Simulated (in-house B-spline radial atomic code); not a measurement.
The numbers below are computed, except where a source is named.
## Ghost states of the separable form: Sr

Sr, [Kr] 5s2, non-relativistic PBE, spherical and spin-unpolarised, from an all-electron radial atomic-structure program (B-spline basis) (atomic units; all potentials screened as in the neutral atom).

Troullier-Martins channels: 5s (ε = -0.1278, r_c = 3.229 bohr), 4p (ε = -0.8431, r_c = 1.292 bohr). In the Kleinman-Bylander form one channel serves as the local potential, and each other channel l becomes |δV u><u δV|/<u|δV|u>, with δV = V_l − V_local and u the pseudo-orbital. Its strength is E_KB = <u|δV²|u>/<u|δV|u>. By the analysis of Gonze, Stumpf and Scheffler a spurious state lies below the reference level ε if E_KB > 0 and ε is above the second level of the local potential alone, or if E_KB < 0 and ε is above its first. The table's levels are those of angular momentum l in a sphere of 9 bohr, whose wall can lift a shallow ε a little above its free-atom value.

```csv
local,channel,<u δV u>,<u δV² u>,ε,first local level,second local level
s,p,-2.2588,6.5004,-0.8431,-0.0504,0.2178
p,s,0.10242,0.15978,-0.1230,-1.6487,-0.1594
```

(1) Apply the rule to each row.

Diagonalising the separable Hamiltonian gives:

```json
{"local": "s", "channel": "p", "three lowest levels": "-0.8431, -0.0120, 0.2910", "all-electron, two lowest valence levels": "-0.8431, -0.0303"}
{"local": "p", "channel": "s", "three lowest levels": "-0.4541, -0.1230, 0.1522", "all-electron, two lowest valence levels": "-0.1230, 0.1510"}
```

(2) Which choices of local channel are safe?

Answers

(1) Local s, channel p: E_KB = -2.88, so ε = -0.8431 is set against -0.0504: no ghost. Local p, channel s: E_KB = +1.56, so ε = -0.1230 is set against -0.1594: a ghost.

(2) Free of ghosts: s. With p local the s channel has a ghost 0.33 hartree below ε, since the local potential binds more than one state below ε, and a repulsive term of rank one raises each level at most to the next, so it clears only one of them. Among the safe choices the second level, which tests transfer, is off by at most 18.4 millihartree (s local).
